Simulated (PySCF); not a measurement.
Compound: C₆H₁₂FOP.
Atom-mapped SMILES: `[CH3:1][O:2][CH2:3][CH2:4][P:5]1[CH2:6][CH:7]([F:8])[CH2:9]1`

Structure used (GFN2-xTB), in Å, numbered top down from 1:
```xyz
21
C6H12FOP angstrom
C     -3.1047   -0.0915    0.4672
O     -1.7478    0.0351    0.1344
C     -1.4994    0.8222   -1.0089
C      0.0155    0.9527   -1.0702
P      0.5568    0.9604    0.7245
C      2.4199    0.9485    0.4090
C      2.4275   -0.5719    0.2722
F      3.4730   -1.1807    0.9385
C      1.0639   -0.8380    0.9064
H     -3.5656    0.8883    0.6404
H     -3.6565   -0.6062   -0.3290
H     -3.1492   -0.6800    1.3810
H     -1.9196    0.3452   -1.9069
H     -1.9708    1.8088   -0.8924
H      0.3135    1.8857   -1.5501
H      0.4629    0.1151   -1.6052
H      2.8019    1.5107   -0.4410
H      2.9594    1.2508    1.3064
H      2.5047   -0.9175   -0.7640
H      0.4330   -1.5807    0.4255
H      1.1730   -1.0867    1.9619
```

Probes without a nucleus sit at each ring's centroid and 1 Å off its mean plane on both sides; NICS is minus the shielding there, NICSzz its component along the normal. Level: GIAO PBE0/pcSseg-1 (PySCF, non-relativistic, gas phase) on the GFN2-xTB geometry, one conformer.

Ring bond lengths (Å), with Mayer bond orders in brackets: P5–C6 1.890 (0.94), C6–C7 1.527 (0.99), C7–C9 1.527 (0.99), C9–P5 1.877 (0.96).

What do the NICS probes read (ppm)?

```csv
ring,type,NICS(0),"NICS(1), two faces","NICS(1)zz, two faces",rms pucker (Å),"centre to ring atoms, mean (Å)"
P5–C6–C7–C9,4-membered ring with P; formal bonds all single,-1.4,-0.8 / -1.9,4.3 / 1.7,0.11,1.20
```

What can be read from them?

- P5–C6–C7–C9: mean NICS(1)zz 3.0 ppm, near zero. C6, C7, C9 have four or more neighbours, and the NICS criterion for π rings isn't applied.

At the second NICS(1) probe listed for ring P5–C6–C7–C9, 1 Å off the ring, how large is the induced field along the normal in 14.1 T applied along it?

NICSzz × B0 = 1.7 ppm × 14.1 T = 24 μT, along the applied field.

List the ring angles and the Hirshfeld charges of the ring atoms.

- P5–C6–C7–C9: P5 75.2° (+0.138 e), C6 91.5° (-0.138 e), C7 97.6° (+0.057 e), C9 92.0° (-0.130 e); sum 356.2° against 360° for a flat convex ring.

What are the shieldings of the ring atoms and their hydrogens in the same run (means over atoms taken as equivalent)?

```tsv
atoms	environment	σ isotropic (ppm)	principal values of the symmetric part, first atom (ppm)
P5	phosphine phosphorus	404.4	330.4, 430.8, 452.0
C6 (×2)	sp3 carbon bound to phosphorus	151.6	140.7, 146.4, 176.7
C7	sp3 C–F carbon	95.9	61.0, 81.9, 144.6
H17 (×2)	methylene hydrogen	29.54	25.9, 27.8, 35.4
H18 (×2)	methylene hydrogen	29.30	26.6, 27.5, 34.3
H19	methine hydrogen	26.19	21.8, 27.3, 29.5
```

The run took about 2 min of CPU time (one thread, shared machine). This is the whole shielding run at PBE0/pcSseg-1, SCF included.
